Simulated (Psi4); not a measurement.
A dimer, CO ··· H6Si2 (SMILES [C-]#[O+] and [SiH3][SiH3]), singlet; the first 2 atoms form monomer A.

```
10

C      0.5625     0.0000     0.0000
O     -0.5625     0.0000     0.0000
Si     4.2763    -2.4705     1.3978
Si     4.0220    -1.4385    -0.6918
H      4.9652    -3.7753     1.2467
H      2.9508    -2.7037     2.0211
H      5.0804    -1.6119     2.3012
H      3.2178    -2.2970    -1.5952
H      3.3332    -0.1336    -0.5407
H      5.3475    -1.2053    -1.3152
```

### Question
What interaction energy does SAPT0/jun-cc-pVDZ, frozen core run with Psi4 give, and which attractive term is the largest?

### Answer
Total 2.82 kJ/mol: electrostatics -2.88, exchange 10.91, induction -0.93, dispersion -4.29. The most attractive term is dispersion.
